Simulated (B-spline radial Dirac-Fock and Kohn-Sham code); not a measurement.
Auger parameter of selenium: the L3 level and its strongest L3-MM line

Model: Dirac-Fock (average of configuration) total-energy differences with a finite nucleus, the Breit interaction including its frequency dependence, and self-energy and vacuum-polarisation corrections. Program: a B-spline atomic structure program. The modified Auger parameter α′ is the binding energy plus the kinetic energy of the Auger electron; it does not depend on the energy zero. For free ions it tends to fall with charge, since less charge screens the final holes.

```
              species      configuration  binding 2p3/2 (eV)  Auger line  kinetic (eV)  α′ (eV)
Se²⁻ (Watson 1.683 Å)  [Ar] 3d10 4s2 4p6              1439.0    M4M5 J=4        1298.1   2737.1
 Se²⁻ (Watson 1.98 Å)  [Ar] 3d10 4s2 4p6              1438.1    M4M5 J=4        1299.9   2737.9
Se²⁻ (Watson 2.376 Å)  [Ar] 3d10 4s2 4p6              1436.8    M4M5 J=4        1301.8   2738.6
                  Se⁺  [Ar] 3d10 4s2 4p3              1455.1    M4M5 J=4        1278.0   2733.1
   Se⁺ (Watson 1.8 Å)  [Ar] 3d10 4s2 4p3              1447.3    M4M5 J=4        1285.9   2733.3
     Se⁺ (Watson 3 Å)  [Ar] 3d10 4s2 4p3              1450.3    M4M5 J=4        1282.8   2733.1
                 Se²⁺  [Ar] 3d10 4s2 4p2              1468.5    M4M5 J=4        1263.6   2732.0
                 Se³⁺  [Ar] 3d10 4s2 4p1              1483.2    M4M5 J=4        1248.1   2731.4
  Se³⁺ (Watson 2.7 Å)  [Ar] 3d10 4s2 4p1              1467.2    M4M5 J=4        1264.1   2731.4
    Se³⁺ (Watson 3 Å)  [Ar] 3d10 4s2 4p1              1468.8    M4M5 J=4        1262.5   2731.4
                 Se⁴⁺      [Ar] 3d10 4s2              1499.3    M4M5 J=4        1231.8   2731.1
  Se⁴⁺ (Watson 1.6 Å)      [Ar] 3d10 4s2              1463.4    M4M5 J=4        1267.7   2731.1
                 Se⁵⁺      [Ar] 3d10 4s1              1517.8    M4M5 J=4        1213.4   2731.2
  Se⁵⁺ (Watson 1.6 Å)      [Ar] 3d10 4s1              1472.9    M4M5 J=4        1258.4   2731.2
    Se⁵⁺ (Watson 2 Å)      [Ar] 3d10 4s1              1481.8    M4M5 J=4        1249.4   2731.2
                 Se⁶⁺          [Ar] 3d10              1537.4    M4M5 J=4        1194.3   2731.7
```

Values without a named source are computed, but for edge energies of neutral atoms, which are taken from tables.
